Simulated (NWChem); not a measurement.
# C$_{3}$H$_{5}$ cation

```xyz
8

C      0.0015    -1.3824     0.0019
C     -0.0478    -0.1095    -0.0008
C     -0.0495     1.2914     0.0016
H     -0.9293    -1.9724    -0.0818
H      0.9584    -1.9266     0.0843
H      1.0466     1.5132     0.1004
H     -0.3676     1.7347    -0.9575
H     -0.5328     1.7310     0.8909
```
Atoms are numbered in this order, from 1.

Computed with NWChem. Coordinates come from a PBE0/def2-SVP optimisation. Level: B3LYP/def2-SVP with SMD (1 M gas to 1 M solution), gas-phase geometry. Reactions with the solvent are ignored.

### Question
Order these by “solvation free energy (kcal/mol)”, lowest first: water; tetrahydrofuran; benzene; anisole.

### Answer
water (-64.5), tetrahydrofuran (-59.4), anisole (-52.6), benzene (-39.4)
